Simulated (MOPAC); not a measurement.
Job for MOPAC: PM6 on CoSi, 2S+1 = 2, a spin state set in the input, which need not be the lowest, a point of a bond scan (R = 2.279 Å).

```
PM6 1SCF PRECISE CHARGE=0 UHF MS=0.5 THREADS=1
CoSi

Co     0.00000000 1     0.00000000 1     0.00000000 1
Si     0.00000000 1     0.00000000 1     2.27876100 1
```

Output:

```
*******************************************************************************
 **                                                                           **
 **                              MOPAC v23.2.5                                **
 **                                                                           **
 *******************************************************************************
 ** MOPAC's Digital Object Identifier: https://doi.org/10.5281/zenodo.6511958 **
 **                                                                           **
 ** Please cite the open-source release paper for use of this MOPAC version:  **
 ** J. E. Moussa and J. J. P. Stewart (2026)                                  **
 ** MOPAC: An open-source semiempirical molecular orbital program             **
 ** J. Open Source Softw., 11(119), 8025, https://doi.org/10.21105/joss.08025 **
 *******************************************************************************

                              PM6 CALCULATION RESULTS

 *******************************************************************************
 *  PM6        - The PM6 Hamiltonian to be used
 *  UHF        - UNRESTRICTED HARTREE-FOCK CALCULATION
 *
 *
 *
 *                 CHARGE ON SYSTEM = 0
 *
 *
 *
 *  MS=        - IN MECI, MAGNETIC COMPONENT OF SPIN =  0.5
 *  PRECISE    - TIGHTER CRITERIA TO BE USED
 *  1SCF       - DO 1 SCF AND THEN STOP
 *  THREADS=1  - MULTI-THREADING NOT USED
 *  T=         - A TIME OF 172800.0 SECONDS REQUESTED
 *  DUMP=N     - RESTART FILE WRITTEN EVERY 7200.0 SECONDS REQUESTED
 *******************************************************************************
PM6 1SCF PRECISE CHARGE=0 UHF MS=0.5 THREADS=1
 CoSi

   ATOM   CHEMICAL          X               Y               Z
  NUMBER   SYMBOL      (ANGSTROMS)     (ANGSTROMS)     (ANGSTROMS)

     1      Co          0.00000000  *   0.00000000  *   0.00000000  *
     2      Si          0.00000000  *   0.00000000  *   2.27876100  *



          CARTESIAN COORDINATES

    NO.       ATOM           X           Y           Z

     1        Co          0.0000      0.0000      0.0000
     2        Si          0.0000      0.0000      2.2788

 General Reference for PM6:
 "Optimization of Parameters for Semiempirical Methods V: Modification of NDDO Approximations
 and Application to 70 Elements", J. J. P. Stewart, J. Mol. Mod., 13, 1173-1213 (2007)
 URL: https://link.springer.com/article/10.1007/s00894-007-0233-4

           Empirical Formula: Co Si  =     2 atoms



      MOLECULAR POINT GROUP   :   C*v


          UHF CALCULATION, NO. OF ALPHA ELECTRONS =    7
                           NO. OF BETA  ELECTRONS =    6

 -------------------------------------------------------------------------------
 PM6 1SCF PRECISE CHARGE=0 UHF MS=0.5 THREADS=1
 CoSi



     1SCF WAS SPECIFIED, SO BFGS WAS NOT USED
     SCF FIELD WAS ACHIEVED


                              PM6 CALCULATION
                                                       MOPAC v23.2.5 Linux




          FINAL HEAT OF FORMATION =         44.63263 KCAL/MOL =     186.74293 KJ/MOL


          COSMO AREA              =        108.68 SQUARE ANGSTROMS
          COSMO VOLUME            =        100.07 CUBIC ANGSTROMS

          IONIZATION POTENTIAL    =         11.079373 EV
          ALPHA SOMO LUMO (EV)    =        -11.097 -6.028
          BETA  SOMO LUMO (EV)    =        -11.079 -8.836
          NO. OF ALPHA ELECTRONS  =          7
          NO. OF BETA  ELECTRONS  =          6
          MOLECULAR WEIGHT        =         87.0187         POINT GROUP:  C*v

          MOLECULAR DIMENSIONS (Angstroms)

            Atom       Atom       Distance
           Si     2   Co     1     2.27876
           Si     2   Co     1     0.00000
           Co     1   Si     2     0.00000


          SCF CALCULATIONS        =          1





   ATOM   CHEMICAL          X               Y               Z
  NUMBER   SYMBOL      (ANGSTROMS)     (ANGSTROMS)     (ANGSTROMS)

     1      Co          0.00000000  *   0.00000000  *   0.00000000  *
     2      Si          0.00000000  *   0.00000000  *   2.27876100  *

                             CARTESIAN COORDINATES

   1   Co        0.000000000     0.000000000     0.000000000
   2   Si        0.000000000     0.000000000     2.278761000


           Empirical Formula: Co Si  =     2 atoms



      MOLECULAR POINT GROUP   :   C*v


          ALPHA EIGENVALUES
 -19.89042 -12.44367 -11.72985 -11.72985 -11.62813 -11.09737 -11.09737  -6.02797
  -6.02797  -5.15946  -4.61394  -4.61394  -4.58759  -4.58759  -4.58162  36.72364
  37.23789  37.23789


           BETA EIGENVALUES
 -19.59960 -11.61608 -11.61608 -11.42229 -11.07937 -11.07937  -8.83628  -5.70527
  -5.70527  -4.90574  -4.59770  -4.59770  -4.52883  -4.52883  -4.46154  37.06248
  37.24874  37.24874


              NET ATOMIC CHARGES AND DIPOLE CONTRIBUTIONS

  ATOM NO.   TYPE          CHARGE      No. of ELECS.   s-Pop       p-Pop       d-Pop
    1         Co          -1.575632       10.5756     1.42089     0.00165     9.15309
    2         Si           1.575632        2.4244     1.71437     0.56077     0.14923
 DIPOLE           X         Y         Z       TOTAL
 POINT-CHG.     0.000     0.000    17.246    17.246
 HYBRID         0.000     0.000    -0.740     0.740
 SUM            0.000     0.000    16.505    16.505


          ATOMIC ORBITAL ELECTRON POPULATIONS

     Atom    s        px        py        pz      x^2-y^2     xz        z^2       yz        xy
    1 Co   1.42089   0.00032   0.00032   0.00101   1.99681   1.89145   1.37657   1.89145   1.99681
    2 Si   1.71437   0.05741   0.05741   0.44595   0.00319   0.05082   0.04121   0.05082   0.00319


                    (SZ)    =    0.500000
                    (S**2)  =    0.755584


          ATOMIC ORBITAL SPIN POPULATIONS

    Atom   Total    s     px     py     pz   x^2-y^2  xz     z^2    yz     xy
         Atomic
    1 Co  0.6206  0.068  0.000  0.000  0.000 -0.000 -0.002  0.557 -0.002 -0.000
    2 Si  0.3794  0.192  0.002  0.002  0.158  0.000  0.000  0.025  0.000  0.000

 **********************
 *                    *
 * JOB ENDED NORMALLY *
 *                    *
 **********************




 == MOPAC DONE ==
```

The run finished.

Cost: roughly 0.03 core-seconds.
